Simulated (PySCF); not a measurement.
# Reading the logs of faulty runs: FH2OSi

Calculated results; nothing here was measured. They come from PySCF 2.14.0, an open-source quantum chemistry program, on an isolated molecule that a program drew, which may never have been made. The molecule is FH2OSi (charge 0, doublet), drawn as the SMILES string `O[SiH]F`.

Each row is a Hartree-Fock (HF) and frozen-core CCSD(T) single point in the cc-pV(D+d)Z basis, meant for a local HF minimum. Run 1 is clean. Each other run has one planted mistake out of seven kinds, and not every kind appears here: one electron removed, one electron added, multiplicity raised by two, geometry at a saddle point, minimal basis STO-3G, one bond length entered in bohr, all coordinates scaled. The reference is restricted for singlets and unrestricted otherwise, and also for a bond in bohr. Adding or removing an electron swaps singlet and doublet. Electrons count all cores. HOMO and LUMO are orbital energies over both spins, the gradient is its largest component, and the lowest frequency (negative if imaginary) is given only where the gradient is small. Bond lengths are over the 4 bonds as drawn. T1 is the CCSD diagnostic: over 0.02 (restricted) or 0.045 (unrestricted) a single reference is doubtful.

Geometry of the clean run:
```xyz
5
FH2OSi, angstrom
O     0.1870    0.9390    3.1951
Si    0.7432    0.9651    1.6566
F     1.5494   -0.4036    1.3479
H    -0.4081    0.2603    3.4778
H     1.6952    2.0882    1.5662
```

| run | electrons | basis functions | <S^2> | HOMO (eV) | LUMO (eV) | gradient (hartree/bohr) | lowest frequency (cm^-1) | mean bond (Å) | longest bond (Å) | T1 | HF (hartree) | CCSD(T) (hartree) | mistake |
|---|---|---|---|---|---|---|---|---|---|---|---|---|---|
| 1 | 33 | 61 | 0.754 | -9.57 | 1.72 | 3.1e-06 | 222 | 1.4188 | 1.636 | 0.0148 | -464.46927 | -464.94911 | no fault |
| 2 | 33 | 61 | 1.079 | -9.39 | 1.29 | 3.3e-02 | - | 1.7828 | 3.092 | 0.0499 | -464.34972 | -464.80983 | one bond length entered in bohr |
| 3 | 33 | 61 | 3.758 | -3.91 | -1.74 | 1.2e-01 | - | 1.4188 | 1.636 | 0.0251 | -464.17622 | -464.62589 | multiplicity raised by two |
| 4 | 32 | 61 | 0.000 | -21.56 | -7.96 | 8.7e-02 | - | 1.4188 | 1.636 | 0.0214 | -464.14597 | -464.63811 | one electron removed |
| 5 | 34 | 61 | 0.000 | 0.07 | 9.98 | 9.0e-02 | - | 1.4188 | 1.636 | 0.0120 | -464.43422 | -464.93766 | ? |

**Which mistake was planted in run 5, and what did it cost?**

It counts 34 electrons, one more than the clean run, at the same geometry and basis. So the mistake is: one electron added. Subtracting run 1 and multiplying by 627.51 kcal/mol a hartree, the energy moved by 22.0 kcal/mol in HF and 7.2 kcal/mol in CCSD(T).

Cautions from the logs. Run 2: T1 is over the limit, so its CCSD(T) energy is less reliable; run 4: T1 is over the limit, so its CCSD(T) energy is less reliable; run 5: the HOMO is above zero, so the electron isn't bound and the energy depends on the basis.
